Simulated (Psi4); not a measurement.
Two rigid molecules brought together: N2 ··· BCl3 (SMILES N#N and ClB(Cl)Cl). Monomers: optimised at B3LYP-D3(BJ) (def2-TZVP), held rigid. Orientation: lowest of the rigid-body minima from ten starts at GFN2-xTB. The monomers approach along the line of their centres of mass (distance R); nothing else relaxes.

Levels: PBE/def2-TZVP, counterpoise-corrected (Psi4); PBE-D3(BJ)/def2-TZVP, counterpoise-corrected (Psi4); PBE0/def2-TZVP, counterpoise-corrected (Psi4); SAPT0/jun-cc-pVDZ, frozen core (Psi4).

Interaction energies in kJ/mol; the last columns give the difference from SAPT0:

```tsv
R / Å	PBE/def2-TZVP	PBE-D3(BJ)/def2-TZVP	PBE0/def2-TZVP	SAPT0/jun-cc-pVDZ	PBE/def2-TZVP − SAPT0/jun-cc-pVDZ	PBE-D3(BJ)/def2-TZVP − SAPT0/jun-cc-pVDZ	PBE0/def2-TZVP − SAPT0/jun-cc-pVDZ
2.68	51.04	42.10	49.67	43.23	7.82	-1.12	6.44
2.85	30.10	21.85	28.93	23.03	7.07	-1.18	5.90
3.07	13.92	6.65	13.14	7.97	5.95	-1.32	5.17
3.28	5.70	-0.60	5.28	0.89	4.81	-1.49	4.39
3.50	1.41	-3.90	1.29	-2.30	3.70	-1.60	3.58
3.65	-0.06	-4.72	-0.04	-3.11	3.05	-1.61	3.07
3.98	-1.22	-4.62	-1.04	-3.19	1.98	-1.43	2.15
4.30	-1.21	-3.65	-1.01	-2.53	1.33	-1.12	1.52
4.81	-0.74	-2.15	-0.60	-1.52	0.78	-0.63	0.92
5.50	-0.27	-0.95	-0.22	-0.73	0.46	-0.22	0.51
6.48	-0.06	-0.32	-0.06	-0.29	0.22	-0.03	0.23
7.76	-0.02	-0.10	-0.02	-0.10	0.08	0.00	0.08
```

PBE/def2-TZVP is furthest from SAPT0/jun-cc-pVDZ at 2.68 (7.82 kJ/mol, above); its mean absolute difference over the points is 3.10 kJ/mol.

PBE-D3(BJ)/def2-TZVP is furthest from SAPT0/jun-cc-pVDZ at 3.65 (-1.61 kJ/mol, below); its mean absolute difference over the points is 0.98 kJ/mol.

PBE0/def2-TZVP is furthest from SAPT0/jun-cc-pVDZ at 2.68 (6.44 kJ/mol, above); its mean absolute difference over the points is 2.83 kJ/mol.
